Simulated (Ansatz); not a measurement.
`CBC[SiH2]F` + `[SiH3]S` → `CBS[SiH3]` + `C[SiH2]F` at 600 K and 1 bar (ligand exchange at a B–C bond).

Program: Ansatz. Geometries: PBE0-D4/def2-TZVP. ΔE: electronic, gas phase. CBS: MP2 limit from def2 TZ/QZ plus the TZ coupled-cluster correction, frozen cores. One conformer a species, not always the lowest.

```tsv
species	CCSD(T)/CBS energy (Eh)	H − E (kJ/mol)	S (J/(mol·K))
`CBC[SiH2]F`	-494.66261	322.4	477.5
`[SiH3]S`	-689.27336	126.3	326.2
`CBS[SiH3]`	-753.96029	262.9	441.2
`C[SiH2]F`	-430.00374	191.4	351.0
```

H − E and S are ideal-gas, rigid-rotor, harmonic terms from PBE0-D4/def2-TZVP, for one conformer and one mirror image of each species. 1 Eh = 2625.50 kJ/mol, R = 8.31446 J/(mol·K).

Task: By hand: ΔE, ΔH, ΔS and ΔG.

Result: ΔE = (-753.96029) + (-430.00374) − (-494.66261) − (-689.27336) = -0.02806 Eh = -73.7 kJ/mol. Δ(H − E) = 262.9 + 191.4 − 322.4 − 126.3 = 5.6, so ΔH = -68.1 kJ/mol. ΔS = 441.2 + 351.0 − 477.5 − 326.2 = -11.5 J/(mol·K). ΔG = -68.1 − 600 × (-11.5)/1000 = -61.2 kJ/mol.

Task: By hand: the equilibrium constant, and the temperature at which ΔG would vanish if ΔH and ΔS stayed fixed.

Result: log₁₀ K = −ΔG/(RT ln 10) = 5.3. ΔG = 0 at ΔH/ΔS = 5922 K, far beyond where these terms or the molecules hold.

The number of gas molecules stays the same, so ΔS is small and ΔH decides. A doubt of 5 kJ/mol in ΔE shifts log₁₀ K by 0.4 here. Other conformers and mirror images would add mixing entropy, several J/(mol·K) or more a flexible species. Modes under 60 cm⁻¹, often nearly free rotors, make the harmonic entropy too high. These are equilibria of isolated gas molecules and say nothing of rates. Largest T1 diagnostic: 0.013 (customary marks: 0.02 for closed shells, 0.045 for open ones).
